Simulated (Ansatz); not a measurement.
CH4ClGeO2, SMILES `C[O][Ge]([OH])[Cl]` radical at its PBE0-D4/def2-TZVP geometry, where that method's forces vanish. Charge 0, multiplicity 2.

```xyz
9

C     1.0630   -0.8183    0.6902
O    -0.2599   -0.4130    0.4025
Ge   -0.7074    0.3603   -1.1319
O    -2.3110    1.0245   -0.7934
Cl    0.6500    2.0083   -1.5383
H     1.3305   -1.7301    0.1467
H     1.1134   -1.0280    1.7605
H     1.7906   -0.0356    0.4529
H    -2.6691    0.6318    0.0108
```

What forces (eV/Å) does ωB97M-V/def2-TZVPP give on these atoms in the Gaussian-basis code of Ansatz? (Estimate.)

Ansatz gave: 
```
C1   0.306 -0.108  0.096
O2  -0.244  0.096 -0.063
Ge3  0.041 -0.051 -0.039
O4  -0.035 -0.009  0.061
Cl5  0.003  0.003  0.019
H6  -0.023  0.084  0.045
H7   0.014  0.019 -0.104
H8  -0.061 -0.063  0.019
H9  -0.002  0.029 -0.033
```
